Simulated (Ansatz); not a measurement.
The cluster SiSe₂⁺, relaxed as a doublet with UKS r2SCAN-D4/def2-TZVP in Ansatz, starting from the GFN1-xTB geometry. Force threshold 0.02 eV/Å.

The relaxation made no stability test and no search for a lower SCF solution. The structure comes from a short search, and lower isomers may exist.

Start:

```tsv
atom	x (Å)	y (Å)	z (Å)
Si1	0.613	0.835	0.897
Se2	0.674	-1.010	-0.567
Se3	-1.286	0.175	-0.330
```

Task: Estimate the energy that the relaxation releases and the steps that it takes.

Result: 0.1 kJ/mol, in 2 steps; 5.5 s on 4 threads of Arm Neoverse V2 on a shared host. No frequencies were taken in this run, so the end may be a saddle point.

Task: Does the start keep its bonding and symmetry?

Result: By distances, no bond broke or formed. The bond that changes most is Si1–Se2, from 2.36 to 2.35 Å (atoms count from 1). Point group C2v at the start, C2v at the end, both within 0.05 Å.

Task: Predict the relaxed structure.

Result: 
```xyz
3

Si    0.610    0.832    0.894
Se    0.671   -1.006   -0.565
Se   -1.282    0.175   -0.329
```
Bond lengths: 2 × Se–Si 2.35 Å; 1 × Se–Se 2.29 Å.
